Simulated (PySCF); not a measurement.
# C₆ coefficients of unlike pairs at PBE

Calculated with PySCF 2.14 from the dipole response of each species, C₆(A,B) = (3/π) ∫ α_A(iu) α_B(iu) du, in atomic units, from isotropic polarisabilities. For ions this is the dispersion term alone; charge-induced terms of lower order in 1/R come first.

| species | configuration | basis | relativity | α (bohr³) | C₆ (like pair) |
| --- | --- | --- | --- | --- | --- |
| Au(3+) | [Xe] 4f14 5d8 (3F) | def2-TZVPPD with the def2 core potential (60 electrons) (6s5p3d2f1g) | core potential | 5.762 | 32.91 |
| Ba(2+) | [Xe] (1S) | aug-cc-pVQZ-X2C (10s9p7d4f2g) | spin-free X2C | 10.51 | 74.91 |
| Al+ | [Ne] 3s2 (1S) | def2-QZVPPD (10s6p5d2f1g) | none | 24.32 | 123.5 |
| Ar(2+) | [Ne] 3s2 3p4 (3P) | aug-cc-pVDZ-DK (5s4p2d) | spin-free X2C | 4.722 | 16.82 |

Problem. Estimate C₆ for Ar(2+) with Ba(2+).

Solution. The integral gives 35.43. The combination rule 2 C_A C_B / (C_A α_B/α_A + C_B α_A/α_B) gives 35.44 and the geometric mean 35.49.

No spin-orbit coupling is included.

The other pairs:

| pair | C₆ |
| --- | --- |
| Ar(2+), Au(3+) | 23.12 |
| Al+, Ba(2+) | 82.42 |
| Al+, Au(3+) | 48.80 |
| Ba(2+), Au(3+) | 48.61 |
| Ar(2+), Al+ | 38.10 |
